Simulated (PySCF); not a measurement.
Molfile (atoms numbered from 1):
```
C7H19AlN2
     RDKit          3D

 29 29  0  0  0  0  0  0  0  0999 V2000
   -3.2141   -0.0929   -0.7844 C   0  0  0  0  0  0  0  0  0  0  0  0
   -1.9535   -0.4367   -0.1254 N   0  0  0  0  0  0  0  0  0  0  0  0
   -2.0970   -0.4075    1.3330 C   0  0  0  0  0  0  0  0  0  0  0  0
   -1.4703   -1.7492   -0.5629 C   0  0  0  0  0  0  0  0  0  0  0  0
   -0.5074    0.9768   -0.6521 Al  0  0  0  0  0  4  0  0  0  0  0  0
    0.9904    0.3765    0.1860 N   0  0  0  0  0  0  0  0  0  0  0  0
    2.0497   -0.4038   -0.4081 C   0  0  0  0  0  0  0  0  0  0  0  0
    3.3350    0.3906   -0.1170 C   0  0  0  0  0  0  0  0  0  0  0  0
    3.0026    1.1770    1.1677 C   0  0  0  0  0  0  0  0  0  0  0  0
    1.5240    0.8340    1.4478 C   0  0  0  0  0  0  0  0  0  0  0  0
   -3.5291    0.9113   -0.4673 H   0  0  0  0  0  0  0  0  0  0  0  0
   -3.0653   -0.0834   -1.8732 H   0  0  0  0  0  0  0  0  0  0  0  0
   -4.0073   -0.8186   -0.5311 H   0  0  0  0  0  0  0  0  0  0  0  0
   -2.4275    0.5916    1.6481 H   0  0  0  0  0  0  0  0  0  0  0  0
   -2.8301   -1.1605    1.6732 H   0  0  0  0  0  0  0  0  0  0  0  0
   -1.1200   -0.6125    1.7916 H   0  0  0  0  0  0  0  0  0  0  0  0
   -1.3338   -1.7432   -1.6530 H   0  0  0  0  0  0  0  0  0  0  0  0
   -2.1846   -2.5455   -0.2879 H   0  0  0  0  0  0  0  0  0  0  0  0
   -0.4981   -1.9448   -0.0905 H   0  0  0  0  0  0  0  0  0  0  0  0
   -0.5198    0.7531   -2.2451 H   0  0  0  0  0  0  0  0  0  0  0  0
   -1.1828    2.2769    0.0109 H   0  0  0  0  0  0  0  0  0  0  0  0
    2.1307   -1.4117    0.0613 H   0  0  0  0  0  0  0  0  0  0  0  0
    1.8793   -0.5663   -1.4848 H   0  0  0  0  0  0  0  0  0  0  0  0
    3.5428    1.0802   -0.9490 H   0  0  0  0  0  0  0  0  0  0  0  0
    4.2153   -0.2610   -0.0048 H   0  0  0  0  0  0  0  0  0  0  0  0
    3.6528    0.8999    2.0117 H   0  0  0  0  0  0  0  0  0  0  0  0
    3.1249    2.2585    1.0067 H   0  0  0  0  0  0  0  0  0  0  0  0
    0.9508    1.6895    1.8409 H   0  0  0  0  0  0  0  0  0  0  0  0
    1.4815    0.0357    2.2238 H   0  0  0  0  0  0  0  0  0  0  0  0
  1  2  1  0
  2  3  1  0
  2  4  1  0
  2  5  1  0
  5  6  1  0
  6  7  1  0
  7  8  1  0
  8  9  1  0
  9 10  1  0
 10  6  1  0
  1 11  1  0
  1 12  1  0
  1 13  1  0
  3 14  1  0
  3 15  1  0
  3 16  1  0
  4 17  1  0
  4 18  1  0
  4 19  1  0
  5 20  1  0
  5 21  1  0
  7 22  1  0
  7 23  1  0
  8 24  1  0
  8 25  1  0
  9 26  1  0
  9 27  1  0
 10 28  1  0
 10 29  1  0
M  CHG  2   2   1   5  -1
M  END
```

Geometry: PBE0-D3(BJ)/def2-SVP; GIAO shifts from PySCF 2.14, gas phase, non-relativistic, averaged over equivalent atoms.

At PBE0/pcSseg-1 (272 basis functions, 100 s wall time on 1 thread of an Intel Xeon Platinum 8259CL, shared host):
```json
{"atoms": "C7/C10", "δ (ppm)": "53.3"}
{"atoms": "C1/C3/C4", "δ (ppm)": "45.7"}
{"atoms": "C8/C9", "δ (ppm)": "27.8"}
{"atoms": "N6", "δ (ppm)": "72.7"}
{"atoms": "N2", "δ (ppm)": "46.4"}
{"atoms": "Al5", "δ (ppm)": "67.0"}
{"atoms": "H20/H21", "δ (ppm)": "3.74"}
{"atoms": "H22/H23/H28/H29", "δ (ppm)": "3.01"}
{"atoms": "H11/H12/H13/H14/H15/H16/H17/H18/H19", "δ (ppm)": "2.29"}
{"atoms": "H24/H25/H26/H27", "δ (ppm)": "1.39"}
```

Scale: TMS for ¹³C (184.41 ppm), ¹H (31.27 ppm); ¹⁵N (265.67 ppm) against NH3; AlH4- for ²⁷Al (489.28 ppm) (reference shieldings calculated alike).

Question: Estimate the result of repeating the calculation with KT2/pcSseg-1.

Answer: 
```csv
atoms,δ at KT2/pcSseg-1,change
C7/C10,54.9,+1.6
C1/C3/C4,46.5,+0.8
C8/C9,27.9,+0.1
N6,87.3,+14.6
N2,53.7,+7.3
Al5,72.1,+5.1
H20/H21,3.94,+0.20
H22/H23/H28/H29,3.24,+0.23
H11/H12/H13/H14/H15/H16/H17/H18/H19,2.32,+0.03
H24/H25/H26/H27,1.40,+0.01
```

Scale: TMS for ¹³C (σ = 183.22 ppm), ¹H (σ = 31.18 ppm); ¹⁵N (σ = 264.30 ppm) vs NH3; ²⁷Al (σ = 497.73 ppm) against AlH4- (reference shieldings calculated alike).

The largest change is at N6 (nitrogen bonded to 2 C, Al, in a 5-membered ring). Cost: 272 basis functions, 2.6 min wall time on 1 thread of an Intel Xeon Platinum 8259CL, shared host. The order of the carbon signals is the same at both levels.

Experimental scales use liquid or dissolved standards, which lie at an offset from isolated NH3 (liquid NH3: subtract about 20 ppm).
